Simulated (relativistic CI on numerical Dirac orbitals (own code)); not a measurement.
**Ligand-field terms of d8**

Computed with a parametric ligand-field model of a d^n configuration (Racah B and C, spin-orbit zeta, crystal field), exact diagonalisation.

Field parameters in Wybourne normalisation: Oh B⁴₀ = 21Dq, B⁴₄ = √(5/14) B⁴₀. The field is a parameter set, without covalency.

(1) Ground term and bands for B = 870, C = 3810, ζ = 0 cm⁻¹, Oh, 10Dq = 12150 cm⁻¹?

(2) Ground term and bands for B = 730, C = 2870, ζ = 0 cm⁻¹, Oh, 10Dq = 7550 cm⁻¹?

(3) Ground term and bands for B = 500, C = 2010, ζ = 0 cm⁻¹, Oh, 10Dq = 19250 cm⁻¹?

(4) Ground term and bands for B = 840, C = 4360, ζ = 0 cm⁻¹, Oh, 10Dq = 14850 cm⁻¹?

(5) A d8 ion in Oh symmetry has the ground term 3A2 and bands at 1E 8181 cm⁻¹ (1222 nm), 1A1 15292 cm⁻¹ (654 nm), 3T2 23050 cm⁻¹ (434 nm), 3T1 28377 cm⁻¹ (352 nm), 1T2 31173 cm⁻¹ (321 nm), 3T1 47973 cm⁻¹ (208 nm). Which parameters reproduce them?

Results:

(1) Ground term 3A2 with 2.00 electrons in the two orbitals of the cubic e set. Spin-allowed: 3T2 12150 cm⁻¹ (823 nm), 3T1 19101 cm⁻¹ (524 nm), 3T1 30399 cm⁻¹ (329 nm). Lowest spin-forbidden: 1E 14224 cm⁻¹ (703 nm), 1A1 23897 cm⁻¹ (418 nm), 1T2 26066 cm⁻¹ (384 nm). With an A2 ground term the first spin-allowed band lies at |10Dq| itself.

(2) Ground term 3A2 with 2.00 electrons in the two orbitals of the cubic e set. Spin-allowed: 3T2 7550 cm⁻¹ (1325 nm), 3T1 12393 cm⁻¹ (807 nm), 3T1 21207 cm⁻¹ (472 nm). Lowest spin-forbidden: 1E 11186 cm⁻¹ (894 nm), 1T2 18419 cm⁻¹ (543 nm), 1A1 18492 cm⁻¹ (541 nm). With an A2 ground term the first spin-allowed band lies at |10Dq| itself.

(3) Ground term 3A2 with 2.00 electrons in the two orbitals of the cubic e set. Spin-allowed: 3T2 19250 cm⁻¹ (519 nm), 3T1 24663 cm⁻¹ (405 nm), 3T1 40587 cm⁻¹ (246 nm). Lowest spin-forbidden: 1E 7943 cm⁻¹ (1259 nm), 1A1 14769 cm⁻¹ (677 nm), 1T2 27119 cm⁻¹ (369 nm). With an A2 ground term the first spin-allowed band lies at |10Dq| itself.

(4) Ground term 3A2 with 2.00 electrons in the two orbitals of the cubic e set. Spin-allowed: 3T2 14850 cm⁻¹ (673 nm), 3T1 22355 cm⁻¹ (447 nm), 3T1 34795 cm⁻¹ (287 nm). Lowest spin-forbidden: 1E 15165 cm⁻¹ (659 nm), 1A1 25550 cm⁻¹ (391 nm), 1T2 29768 cm⁻¹ (336 nm). With an A2 ground term the first spin-allowed band lies at |10Dq| itself.

(5) B = 480, C = 2200, ζ = 0 cm⁻¹, Oh, 10Dq = 23050 cm⁻¹.
